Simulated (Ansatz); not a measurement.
System: sum formula SiBrCl2 (charge 0, doublet). It need not be the lowest isomer of its formula. SMILES: Cl[Si](Cl)Br
Structure (B3LYP-D3(BJ)/def2-TZVP (Ansatz, a first-principles code) minimum search):
```
Si
Cl 1 2.0596
Cl 1 2.0596 2 109.01
Br 1 2.2330 2 109.80 3 120.32
```
Charge 0, spin multiplicity 2.

Property: atomisation energy (electronic, to ground-state atoms), in eV. Correlated levels leave the core frozen unless marked. Open shells are spin-unrestricted. Spin-orbit coupling is left out. The frozen core is the preceding noble-gas configuration, with the filled d and f shells of earlier blocks. No relativistic terms. The coupled-cluster limit lacks core correlation, which all-electron functionals hold. CBS marks a two-point X^-3 extrapolation of the correlation energy; Hartree-Fock from the larger set. [CCSD(T)-MP2]/basis is that difference in the basis named.

```tsv
level	program	atomisation energy (eV)
HF/def2-SVP	Ansatz	7.86
PBE-D3(BJ)/def2-TZVPD	Ansatz + dftd3	11.80
BLYP-D3(BJ)/def2-TZVPD	Ansatz + dftd3	11.16
PBE0/STO-3G	Ansatz	13.32
PBE0-D3(BJ)/def2-TZVP	Ansatz + dftd3	11.57
PBE0/def2-TZVP	Ansatz	11.41
B2PLYP-D3(BJ)/def2-TZVPD	Ansatz + dftd3	11.19
MP2/STO-3G	Ansatz	10.69
RI-MP2/CBS(def2-TZVPP,def2-QZVPP)+[CCSD(T)-MP2]/def2-QZVPP	Ansatz	11.35
CCSD(T)/CBS(def2-TZVPP,def2-QZVPP)	Ansatz	11.39
```
